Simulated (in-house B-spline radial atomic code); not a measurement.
Whole-atom quantities along the 60-electron series, configuration [Kr] 4d10 4f13 5s1. Computed with a B-spline radial code for spherical atoms: non-relativistic Hartree-Fock, average of the configuration, point nuclei.

This level leaves out relativity, spin-orbit splitting included, which matters for heavy ions.

```
  ion   Z  E/Z² (Eh)  Σ<r²> (bohr²)  n(0)/Z³ (bohr⁻³)  Lamb diamagnetic shielding (ppm)  repulsion over attraction
Hg20+  80    -2.8528         8.5016           0.71778                           9405.35                    0.13855
Tl21+  81    -2.8642         8.1139           0.71812                           9547.72                    0.13736
Pb22+  82    -2.8754         7.7545           0.71845                           9690.04                    0.13619
Bi23+  83    -2.8863         7.4207           0.71878                           9832.32                    0.13502
```
